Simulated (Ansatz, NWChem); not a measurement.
Heat of formation of KF (SMILES [F][K]) from total energies

KF: 2 atoms, total charge 0, spin state singlet. As SMILES, `[F][K]`. The coordinates come from a PBE0-D4/def2-TZVP relaxation.

```jsonl
{"atom": "F", "x (Å)": "0.9461", "y (Å)": "-0.3624", "z (Å)": "0.4704"}
{"atom": "K", "x (Å)": "-0.9166", "y (Å)": "0.3022", "z (Å)": "-0.4663"}
```

Total energies at revPBE/def2-TZVPP (NWChem 7.3.0); the atoms run unrestricted:

| species | state | energy (Eh) |
| --- | --- | --- |
| KF | singlet | -699.722150 |
| F | doublet | -99.734861 |
| K | doublet | -599.808173 |

Harmonic wavenumbers at PBE0-D4/def2-TZVP, in cm⁻¹: 427.

Measured heats of formation of the gaseous atoms at 298.15 K, in kJ/mol: F 79.4, K 89.0. Spin-orbit lowering of the atoms at 298 K (mean of the ground term's levels less their thermal mean, from spectra), in kJ/mol: F 1.29. Take 1 Eh = 2625.50 kJ/mol, 1 cm⁻¹ = 0.0119627 kJ/mol, RT = 2.479 kJ/mol.

Q: What heat of formation follows?

A: 
1. Electronic atomisation energy: (-99.734861) + (-599.808173) − (-699.722150) = 0.179116 Eh = 470.3 kJ/mol.
2. Zero-point energy: half the sum of the wavenumbers, 213.5 cm⁻¹ = 2.6 kJ/mol.
3. Thermal vibrational enthalpy, Σ hcν̃/(exp(hcν̃/kT) − 1): 0.7 kJ/mol. Translation, rotation and pV of a linear molecule: 3.5 RT = 8.7 kJ/mol.
4. The 2 free atoms carry 5/2 RT each: 12.4 kJ/mol.
5. Spin-orbit coupling lowers the free atoms by 1.29 = 1.3 kJ/mol.
6. Atomisation enthalpy at 298 K: 470.3 − 1.3 − 2.6 − 0.7 − 8.7 + 12.4 = 469.4 kJ/mol.
7. Sum of the atoms' heats of formation: 168.4 kJ/mol. Heat of formation: 168.4 − 469.4 = -301.0 kJ/mol.

No measured value is set beside it here. Anharmonicity and any spin-orbit splitting of the molecule are left out.
